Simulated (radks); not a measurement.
Fractional charge and spin in the 5s shell of indium: the spin-up occupation runs from 0 to 1 and the spin-down occupation from 0 to 1; the fullest corner is In, [Kr] 4d10 5p(up 0.5, down 0.5) 5s(up 1, down 1). All-electron calculation, scalar-relativistic Kohn-Sham, LDA (Slater exchange, Perdew-Wang correlation), spin-polarised, spherical densities, finite nucleus; Fermi nuclear charge, rms radius of each element as measured or else 0.836 A^(1/3) + 0.57 fm. Program: a radial shooting solver on a logarithmic mesh with Libxc functionals. Energy (eV) minus the two flat planes that join the four corners (they meet along the diagonal where the two added fractions sum to one electron); zero is where a piecewise linear energy would lie.

down \ up,0,0.5,1
0,0.000,-1.051,0.000
0.5,-1.051,0.192,-0.926
1,0.000,-0.926,0.000

Corners above the fullest one (they belong to In+ and the next ion): (up 1, down 0) 12.093 eV, (up 0, down 1) 12.093 eV, (up 0, down 0) 32.886 eV. With half an added electron in each spin the energy lies 0.192 eV from the planes, and with half an added electron in spin up alone -1.051 eV. The planes are only a guide here: the flat-plane condition holds for ground states with one frontier orbital, while this shell lies below other occupied shells, so the corners above the fullest one are inner-hole states and not the ground states of those ions.
